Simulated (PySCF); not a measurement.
# BeN⁺ at r²SCAN

Computed with r²SCAN; PySCF, no relativity, basis sets Be def2-SVPD, N def2-SVPD.

- state: ³Σ⁻ (triplet), unpaired electrons π ↑↑
- bond length: 1.621 Å
- harmonic wavenumber: 841 cm⁻¹
- force constant: 2.28 mdyn/Å
- rotational constant Be: 1.171 cm⁻¹
- anharmonicity ωexe: 20.5 cm⁻¹
- vibration–rotation constant αe: 0.0308 cm⁻¹
- well depth De to Be⁺ + N: 185 kJ/mol
- dissociation energy D0: 180 kJ/mol
- bond order (Mayer): 1.24
- dipole moment (positive dipole points towards N; it is taken about the centre of mass and depends on that origin): -7.31 D

For an ion De counts to the pair picked by the measured ionisation energies or electron affinities, which need not be the lowest pair at this level. The state was picked by a PBE0 search and need not be the measured ground state.
